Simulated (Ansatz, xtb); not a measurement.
Relative energy of two isomers of CH3BeBrSi

Structure a is `C=[SiH][Be][Br]`, a singlet and structure b is `[SiH2]=[CH][Be][Br]`, a singlet. Both are isolated molecules in the gas phase, relaxed with PBE0-D3(BJ)/def2-SVP.

a (Å):

```xyz
7

C    -2.1801    0.0172    0.9410
Be    0.9672    1.0029    0.2322
Br    2.2825    2.2477   -0.5289
Si   -0.4937   -0.3318    1.0505
H    -2.5503    0.9246    0.4533
H    -2.9575   -0.6389    1.3463
H    -0.1081   -1.6003    1.7386
```

b (Å):

```tsv
atom	x (Å)	y (Å)	z (Å)
C	-0.2888	-0.3146	0.6071
Be	-0.9321	-0.0295	-0.8670
Br	-1.7400	0.3583	-2.6216
Si	-0.7331	0.6026	1.9851
H	0.4555	-1.1052	0.7771
H	-1.7285	1.7056	1.9107
H	-0.1935	0.4063	3.3595
```

Q: Estimate E(b) − E(a) at the level CCSD(T)/def2-TZVP.

A: Calculated at CCSD(T)/def2-TZVP: E(b) − E(a) = −6.3 kcal/mol, so structure b lies lower.

The same difference at several levels:

```json
{"level": "GFN2-xTB", "geometry": "GFN2-xTB", "E(b) − E(a) (kcal/mol)": "−8.7", "departure from the last row (kcal/mol)": "−2.3", "job, with rough time for the two": "optimisation, 0.3 s"}
{"level": "HF/STO-3G", "geometry": "GFN2-xTB", "E(b) − E(a) (kcal/mol)": "−0.1", "departure from the last row (kcal/mol)": "+6.3", "job, with rough time for the two": "single point, 0.4 s"}
{"level": "r2SCAN-D4/def2-SVP", "geometry": "GFN2-xTB", "E(b) − E(a) (kcal/mol)": "−6.8", "departure from the last row (kcal/mol)": "−0.4", "job, with rough time for the two": "single point, 3.1 s"}
{"level": "PBE0-D3(BJ)/def2-SVP", "geometry": "PBE0-D3(BJ)/def2-SVP", "E(b) − E(a) (kcal/mol)": "−6.7", "departure from the last row (kcal/mol)": "−0.4", "job, with rough time for the two": "optimisation, 30 s"}
{"level": "HF/def2-TZVP", "geometry": "PBE0-D3(BJ)/def2-SVP", "E(b) − E(a) (kcal/mol)": "−8.8", "departure from the last row (kcal/mol)": "−2.5", "job, with rough time for the two": "part of the CCSD(T) run"}
{"level": "MP2/def2-TZVP", "geometry": "PBE0-D3(BJ)/def2-SVP", "E(b) − E(a) (kcal/mol)": "−9.0", "departure from the last row (kcal/mol)": "−2.6", "job, with rough time for the two": "part of the CCSD(T) run"}
{"level": "CCSD(T)/def2-TZVP", "geometry": "PBE0-D3(BJ)/def2-SVP", "E(b) − E(a) (kcal/mol)": "−6.3", "departure from the last row (kcal/mol)": "", "job, with rough time for the two": "single point, 74 s"}
```

As drawn, b has 1 C–Be, 1 Si–H in place of 1 Be–Si, 1 C–H.

HF/STO-3G finds them nearly level. The largest departure from CCSD(T)/def2-TZVP is that of HF/STO-3G, 6.3 kcal/mol.

With harmonic frequencies from PBE0-D3(BJ)/def2-SVP (ideal gas, rigid rotor, one conformer each, 298.15 K, 1 atm): on the last row, ΔE + ΔZPE = −7.7, ΔH = −7.8, ΔG = −7.5 kcal/mol.

The correlated steps freeze 15 core orbitals; the filled d shell of Br is correlated; the last core shell of Be is correlated, in a basis made for valence electrons. Programs: Ansatz 0.2.0, xtb 6.7.1; the last row on 2 threads of Arm Neoverse V1 on a shared host.
